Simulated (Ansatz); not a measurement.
Ligand exchange: AuBr + C2H3F3 → AuF + C2H3BrF2

Species: AuBr (bromogold), singlet; C2H3F3 (1,1,2-trifluoroethane) `FCC(F)F`, singlet; AuF, singlet; C2H3BrF2 `FC(F)CBr`, singlet. The partners trade Br for F: Au–Br and C–F bonds give way to Au–F and C–Br.

Shapes, held fixed at every level: PBE0-D4/def2-TZVP. Flexible molecules stand in one conformer, not always the lowest. Programs: Ansatz 0.2.0. Electronic energies: no zero-point or thermal term.

```json
{"level": "PBE-D4/def2-TZVPP", "kind": "GGA", "ΔE (kJ/mol)": "+135.9", "less CCSD(T)/def2-TZVPP": "-11.9"}
{"level": "B3LYP-D4/def2-TZVPP", "kind": "global hybrid", "ΔE (kJ/mol)": "+144.6", "less CCSD(T)/def2-TZVPP": "-3.2"}
{"level": "PBE0-D4/def2-TZVPP", "kind": "global hybrid", "ΔE (kJ/mol)": "+151.1", "less CCSD(T)/def2-TZVPP": "+3.3"}
{"level": "B2PLYP/def2-TZVPP", "kind": "double hybrid", "ΔE (kJ/mol)": "+148.9", "less CCSD(T)/def2-TZVPP": "+1.1"}
{"level": "MP2/def2-TZVPP", "kind": "perturbation theory", "ΔE (kJ/mol)": "+153.1", "less CCSD(T)/def2-TZVPP": "+5.3"}
{"level": "CCSD/def2-TZVPP", "kind": "coupled cluster or CI", "ΔE (kJ/mol)": "+152.8", "less CCSD(T)/def2-TZVPP": "+5.0"}
{"level": "CCSD(T)/def2-TZVPP", "kind": "coupled cluster or CI", "ΔE (kJ/mol)": "+147.8", "less CCSD(T)/def2-TZVPP": "0.0"}
```

The highest level, CCSD(T)/def2-TZVPP, gives ΔE = +147.8 kJ/mol; the levels span +135.9 to +153.1. The column of differences is taken from that level and isn't an error. No measured value is set beside it here. T1 is large for AuF, so single-reference values are less sure there. For atoms past krypton def2 sets carry core potentials with scalar relativity. Relativity is left out for Br unless named. Correlated rows may include outer-core shells of Au, Br, which these sets cover unevenly.
